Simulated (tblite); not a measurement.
Compound: C7H9P.
Atom-mapped SMILES: `[CH3:1][c:2]1[cH:3][cH:4][cH:5][c:6]([CH3:7])[p:8]1` (hydrogens: H9, H10, H11 on C1; H12 on C3; H13 on C4; H14 on C5; H15, H16, H17 on C7)

Computed with GFN2-xTB (tblite): harmonic, unscaled wavenumbers at the GFN2-xTB geometry, gas phase. This tight-binding method is rough: wavenumbers can miss measured ones by several per cent, in bad cases by 10 to 20.

Harmonic wavenumbers (cm⁻¹): 65.1, 71.9, 126.0, 193.0, 258.8, 338.4, 343.6, 379.6, 431.0, 472.0, 569.2, 683.7, 711.3, 779.4, 809.3, 898.8, 920.9, 985.0, 989.0, 1016.4, 1023.1, 1125.3, 1129.4, 1198.2, 1219.2, 1268.5, 1344.1, 1400.6, 1401.1, 1407.5, 1478.3, 1478.4, 1478.7, 1483.0, 1515.3, 1568.2, 2992.9, 2993.5, 3005.5, 3006.1, 3024.6, 3025.6, 3035.7, 3037.0, 3073.1.

A = 3014, B = 1542, C = 1033 MHz; mass 124.044 u (most abundant isotopes); point group C2v, symmetry number 2.

Task: Zero-point energy?

Result: ½Σν̃ = 29878 cm⁻¹ = 85.42 kcal/mol.

Task: Entropy at 298.15 K, 1 bar (ideal gas, RRHO, classical rotation)?

Result: Translation 40.39, rotation 27.22, vibration 22.87: S = 90.5 cal/(mol K).

Task: And Cp and H(298.15 K) − H(0)?

Result: Cp = 33.36 cal/(mol K), of which vibrations give 25.41 (their classical limit is 45 R = 89.4); H(298.15 K) − H(0) = 6.07 kcal/mol without the zero-point energy, 3.70 from vibrations.

Task: How do the functions run with temperature in this model?

Result: 
| T (K) | S (cal/(mol K)) | Cp (cal/(mol K)) | H − H(0) (kcal/mol) | G − H(0) (kcal/mol) | ln q(vib) |
| --- | --- | --- | --- | --- | --- |
| 100 | 65.2 | 16.2 | 1.18 | -5.34 | 1.23 |
| 200 | 79.0 | 24.7 | 3.22 | -12.58 | 3.24 |
| 300 | 90.7 | 33.5 | 6.13 | -21.08 | 5.31 |
| 500 | 111.8 | 50.0 | 14.55 | -41.37 | 9.55 |
| 800 | 139.1 | 66.1 | 32.17 | -79.14 | 15.81 |
| 1000 | 154.7 | 73.1 | 46.12 | -108.56 | 19.77 |

q(vib) and H(0) count from the zero-point level.

Task: Which modes carry the vibrational entropy at 298.15 K?

Result: 65.1 cm⁻¹: 4.30; 71.9 cm⁻¹: 4.10; 126.0 cm⁻¹: 3.01; 193.0 cm⁻¹: 2.20; 258.8 cm⁻¹: 1.67; 338.4 cm⁻¹: 1.22 cal/(mol K); the other 39 give 6.38 together.

Hindered rotation and anharmonicity are outside this model.

Run on one thread of an Arm Neoverse V1, shared host. This covers the Hessian and the dipole derivatives.
